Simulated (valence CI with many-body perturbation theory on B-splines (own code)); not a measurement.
**Assign the levels of Ar2+**

Level of theory: valence CI with perturbative core correlation (CI+MBPT): six valence electrons over a frozen Dirac-Fock core [Ne], radial functions for each j: 9 s, 9 p, 8 d, 6 f, 3 g, 1 h, with the one-electron correlation potential Σ1, the two-electron term Σ2, the three-electron term Σ3, Breit, model QED; selected CI, second order for the rest, scaled by the run's own slope (own B-spline code, finite nucleus).

Against 28 measured levels this calculation errs by 170 cm⁻¹ on average and by 441 at most. These come from a selection out of Saloman, J. Phys. Chem. Ref. Data 39, 033101 (2010). Levels without a partner in it may be off by more. Among the levels kept, up to 2000 cm⁻¹ of a level comes from second order outside the variational space, and about a tenth of that is noise between levels of different J, which matters for small intervals.

| No. | J | Parity | E (cm⁻¹) | g |
| --- | --- | --- | --- | --- |
| 1 | 2 | even | 0.0 | 1.499 |
| 2 | 1 | even | 1116 | 1.501 |
| 4 | 2 | even | 14131 | 1.001 |
| 6 | 2 | odd | 113608 | 1.501 |
| 7 | 1 | odd | 114601 | 1.501 |
| 11 | 1 | odd | 144609 | 1.501 |
| 12 | 4 | odd | 144632 | 1.501 |
| 13 | 2 | odd | 144635 | 1.501 |
| 14 | 3 | odd | 144639 | 1.501 |
| 15 | 3 | odd | 156798 | 1.333 |
| 16 | 2 | odd | 156816 | 1.165 |
| 17 | 1 | odd | 156903 | 0.499 |
| 19 | 2 | odd | 162705 | 0.668 |
| 20 | 3 | odd | 163021 | 1.084 |

Energies count from the lowest level. Strongly mixed levels and levels close to another of their J and parity, and those with J = 0 are left out, so the numbers can have gaps.

**Question.** Give configuration and LS term of each level.

**Answer.** 1: 3s2 3p4 3P; 2: 3s2 3p4 3P; 4: 3s2 3p4 1D; 6: 3s 3p5 3P°; 7: 3s 3p5 3P°; 11: 3s2 3p3 3d 5D°; 12: 3s2 3p3 3d 5D°; 13: 3s2 3p3 3d 5D°; 14: 3s2 3p3 3d 5D°; 15: 3s2 3p3 3d 3D°; 16: 3s2 3p3 3d 3D°; 17: 3s2 3p3 3d 3D°; 19: 3s2 3p3 3d 3F°; 20: 3s2 3p3 3d 3F°.
